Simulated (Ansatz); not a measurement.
Computed with Ansatz on PBE0-D4/def2-TZVP structures; ΔE is electronic, products minus reactants. CBS: MP2 limit from def2 TZ/QZ plus the TZ coupled-cluster correction, frozen cores. This one scheme is used for every species. No spin–orbit coupling; open shells (•) take unrestricted orbitals. For Br outer-core shells are correlated without core-valence functions, which leaves a few kJ/mol of doubt a bond. Scalar relativity is left out up to krypton. One conformer a species, not always the lowest.

Consider the homolysis of the Al–S bond: `[SH][Al]([Br])[Br]` → `[Br][Al][Br]`• + `[SH]`•.

```json
{"species": "`[SH][Al]([Br])[Br]`", "CCSD(T)/def2-SVP energy (Eh)": "-5784.91058"}
{"species": "`[Br][Al][Br]`•", "CCSD(T)/def2-SVP energy (Eh)": "-5386.67586"}
{"species": "`[SH]`•", "CCSD(T)/def2-SVP energy (Eh)": "-398.09353"}
```

**Question.** Work out ΔE.

**Answer.** ΔE = (-5386.67586) + (-398.09353) − (-5784.91058) = 0.14119 Eh = +3.84 eV. CCSD(T)/CBS gives +4.17 eV.

Largest T1 diagnostic among the species: 0.011.

From BLYP to BHLYP (50 % exact exchange), in def2-TZVPP and without D4, ΔE moves by +0.12 eV. At CCSD(T), def2-SVP lies −0.33 eV from the extrapolated value and def2-TZVPP −0.16 eV: correlation converges slowly with the basis, and small sets miss more of it in the bonded molecule than in its fragments. The D4 term adds +0.12 eV with B3LYP and +0.07 eV with PBE0; it sums over pairs of atoms, weighted by their polarisabilities, and B3LYP, whose exchange is more repulsive, gets the larger term.

B3LYP here is the variant with VWN-RPA as its local correlation; programs differ in this.
